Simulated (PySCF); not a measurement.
## Radial density of Mg²⁺ (magnesium, charge +2)

UHF, [Ne], closed-shell 1S. Computed with PySCF 2.14 in dyall-av3z (20s13p6d4f, 117 functions), with no relativity, point nucleus.

```csv
r (bohr),4πr²ρ (e/bohr)
0.00265,0.09047
0.00446,0.2451
0.00750,0.6447
0.0126,1.614
0.0212,3.717
0.0357,7.453
0.0601,11.87
0.101,13.08
0.170,9.065
0.286,7.828
0.481,11.07
0.809,7.222
1.36,1.325
2.29,0.03838
3.85,7.441e-05
```
